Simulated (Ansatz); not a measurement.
FRb, charge -1, doublet, geometry from GFN2-xTB (such geometries of metal compounds can be far from the true shape) (a state made from the parent by changing its charge; the spin is typed, not shown lowest) (core potentials on Rb) (a gas-phase anion, which may not be bound at this level), with bond 1-2 at 1.5 times its length; HF/def2-TZVP run with Ansatz (an electronic-structure program).

Input for Ansatz:
Ansatz 0.2 input:
```yaml
crystal:
  periodic: [false, false, false]
  atoms:
    - {symbol: Rb, position_ang: [0.00000000, 0.00000000, -2.33633362]}
    - {symbol: F, position_ang: [0.00000000, 0.00000000, 2.70138576]}
basis:
  gaussian:
    orbitals: def2-TZVP
hamiltonian:
  xc: hf
total_charge: -1
magnetization: {spin_polarized: true, initial_magnetization: 1}
scf: {lower_state_search: standard}
```

The log (banner, timings and long lists left out):

```
Functional definition: HF
570 factors; their error is unknown
mean field evaluation 1: about -3283.6265 eV, gradient 8.2e1 eV
mean field evaluation 2: about -3292.0115 eV, gradient 1.3e2 eV
mean field evaluation 4: about -3349.8134 eV, gradient 2.7e1 eV
mean field evaluation 8: about -3354.1399 eV, gradient 1.2e0 eV
mean field evaluation 16: about -3283.6604 eV, gradient 8.2e1 eV
mean field evaluation 32: about -3353.1731 eV, gradient 5.9e-1 eV
mean field evaluation 64: about -3353.4743 eV, gradient 1.6e0 eV
mean field evaluation 96: about -3352.3640 eV, gradient 7.8e-1 eV
mean field evaluation 128: about -3351.4443 eV, gradient 3.2e0 eV
mean field evaluation 160: about -3348.6444 eV, gradient 4.1e1 eV
mean field evaluation 192: about -3351.7590 eV, gradient 7.0e-1 eV
mean field evaluation 224: about -3348.2811 eV, gradient 3.2e1 eV
mean field evaluation 256: about -3354.1455 eV, gradient 8.8e-1 eV
mean field -3354.22275220 eV, -123.2654125696 hartree, gradient 1.1e-5 eV, S^2 0.750183; 2 other end points of the search recorded, 0 dependent functions left out
reference -3354.22275220 eV, -123.2654125696 hartree; 10, 9 occupied and 54, 55 virtual orbitals, 570 factors
Total energy: -3354.22275220 eV, -123.2654125696 hartree
```
